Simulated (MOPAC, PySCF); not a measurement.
C$_{2}$H$_{6}$F$_{2}$O$_{2}$Sn, SMILES `[O]([Sn]([F])([F])[O]C)C` (C–O–Sn–F torsion 56°, F–Sn–O–C torsion -58°), neutral singlet in the gas phase. 

Cartesian coordinates (Å):
SMILES: [F][Sn]([O]C)([O]C)[F]
```xyz
13

C     -2.8752     0.1462    -0.4787
O     -1.6239    -0.2367    -1.0098
Sn     0.0074     0.1030    -0.0025
F     -0.0945    -0.7016     1.7440
F      0.1942     1.9806     0.3822
O      1.5629    -0.5530    -0.9727
C      2.8562    -0.3913    -0.4287
H     -3.1043    -0.3637     0.4738
H     -2.9518     1.2364    -0.3206
H     -3.6425    -0.1448    -1.2125
H      3.1251     0.6701    -0.2852
H      3.5676    -0.8274    -1.1467
H      2.9788    -0.9179     0.5342
```
Charge 0, multiplicity 1.

All levels are single points at this geometry (PBE0-D3(BJ)/def2-SVP); Pople sets use spherical d functions. Orbital energies aren't observables, and empty levels follow the basis.

```tsv
level	HOMO (eV)	LUMO (eV)	gap (eV)	dipole (D)	vertical IE, Delta-SCF (eV)
TPSSh-D3(BJ)/def2-TZVP in PySCF	-7.79	-3.01	4.78	0.78	–
B3LYP/6-31G* (LANL2DZ on Sn) in PySCF	-8.03	-2.22	5.81	0.38	10.20
M06-2X/6-31G* (LANL2DZ on Sn) in PySCF	-10.01	-1.04	8.97	0.33	–
PBE/6-31G* (LANL2DZ on Sn) in PySCF	-6.60	-2.97	3.63	0.40	–
SVWN5/6-31G* (LANL2DZ on Sn) in PySCF	-6.68	-3.15	3.53	0.37	–
PM3 in MOPAC	-11.70	-1.98	9.71	0.07	–
```
